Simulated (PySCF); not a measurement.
# Simulated absorption spectrum

TiBrMe3, C3H9BrTi (singlet state).
Z-matrix (Å and degrees, PBE0-D3(BJ)/def2-SVP geometry), rows numbered from 1:
```
Ti
Br  1  2.3636
C   1  2.0375  2  112.54
H   3  1.1033  1  109.87  2   -56.08
H   3  1.1041  1  108.69  2  -175.94
H   3  1.1033  1  109.87  2    64.23
C   1  2.0376  2  112.19  3  -120.00
H   7  1.1035  1  109.52  2   -61.60
H   7  1.1038  1  109.27  2   178.35
H   7  1.1034  1  109.54  2    58.23
C   1  2.0385  2  112.93  3   120.06
H  11  1.1035  1  109.65  2    62.20
H  11  1.1033  1  109.95  2   -58.09
H  11  1.1041  1  108.72  2  -178.09
```

The calculation used TDDFT CAM-B3LYP/def2-SVPD, vertical, gas phase, core orbitals frozen in the response (PySCF). The CAM-B3LYP/def2-SVPD calculation is non-relativistic and has no spin–orbit coupling, an omission that weighs most on bromine.

Broadening: Gaussians 0.3 eV wide at half height, area fixed by f = 4.319×10⁻⁹ ∫ε dν̃. The cross-section is σ = 3.8235×10⁻²¹ ε cm², given in Mb (10⁻¹⁸ cm²). The width is an assumption, not a result. The curve ends short of the highest state used, and states not computed would add to its high-energy end.

(E (eV), σ (Mb)): (3.13, 0.00), (3.19, 0.00), (3.25, 0.00), (3.31, 0.00), (3.38, 0.00), (3.44, 0.01), (3.50, 0.02), (3.56, 0.03), (3.62, 0.04), (3.68, 0.05), (3.74, 0.05), (3.80, 0.05), (3.87, 0.03), (3.93, 0.02), (3.99, 0.02), (4.05, 0.01), (4.11, 0.03), (4.17, 0.10), (4.23, 0.31), (4.29, 0.78), (4.36, 1.71), (4.42, 2.65), (4.48, 3.29), (4.54, 3.28), (4.60, 2.66), (4.66, 1.85), (4.72, 1.31), (4.78, 1.24), (4.85, 1.54), (4.91, 1.75)

Task: Locate the maxima and give the states behind the curve.

Result: 334 nm (3.71 eV), ε about 14, made up of S2 (44%) and S3 (50%); 275 nm (4.51 eV), ε about 880, made up of S7 (49%) and S8 (51%) (ε in L mol⁻¹ cm⁻¹; maxima over ε = 5, shares over 10%). At its high-energy end, 4.91 eV, the curve is still rising (ε about 460, from S9). The states used: S1 3.58 eV (f 0.0000); S2 3.70 eV (f 0.0001); S3 3.70 eV (f 0.0001); S4 3.92 eV (f 0.0000); S5 4.20 eV (f 0.0000); S6 4.21 eV (f 0.0000); S7 4.51 eV (f 0.0048); S8 4.51 eV (f 0.0050); S9 4.92 eV (f 0.0050); S10 5.09 eV (f 0.0000); S11 5.18 eV (f 0.0005); S12 5.18 eV (f 0.0005); S13 5.25 eV (f 0.0000); S14 5.51 eV (f 0.068).

Task: What would ε be at 4.51 eV, the highest of these maxima, with half the width (0.15 eV)?

Result: About 1760 L mol⁻¹ cm⁻¹ against 882, a factor of about 1.99; a lone state at its own centre would give exactly 2.

Task: Does any computed singlet lie in the visible range?

Result: No computed singlet lies in the visible range (380 to 750 nm); the lowest, at 346 nm, stands 0.32 eV above its violet end (3.26 eV).

Task: On this curve, what absorbance would a 10⁻⁴ mol/L sample give at 266 nm over a 1 cm path?

Result: 266 nm is 4.661 eV, where ε is about 480 L mol⁻¹ cm⁻¹, so A = ε c l ≈ 0.048 (Beer–Lambert, with the gas-phase spectrum and the assumed width).

The run took 71 s wall (with the writing of density and orbital grids) on one thread, Arm Neoverse V1 (aarch64) (shared host), and the process peaked at 1.1 GiB of memory.
